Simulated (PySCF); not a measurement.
Dipole response of Be²⁺ (beryllium, charge +2)

1s2, closed-shell 1S. Computed with PySCF 2.14 in aug-cc-pVQZ with one added diffuse shell each of s, p, d, f, g type (7s6p5d4f3g, 105 functions), with no relativity, point nucleus. Coupled (time-dependent) response in atomic units; α is the mean over directions.

```tsv
method	mean α (bohr³)	C₆ (like pair)	S(−4)
UHF	0.05062	0.01007	0.001933
PBE	0.05398	0.01096	0.002275
PBE0	0.05301	0.01070	0.002171
BLYP	0.05376	0.01087	0.002268
```

S(−4) is the Cauchy moment in α(ω) = α(0) + S(−4) ω² + …

α(iu) at BLYP:

```
u (hartree)  α(iu) (bohr³)
          0        0.05376
     0.0500        0.05376
      0.100        0.05374
      0.200        0.05367
      0.300        0.05356
      0.500        0.05320
      0.750        0.05252
       1.00        0.05159
       1.50        0.04914
       2.00        0.04610
       3.00        0.03928
       5.00        0.02694
```

For an ion, C₆ is the dispersion term alone; charge-induced terms of lower order in 1/R come first.
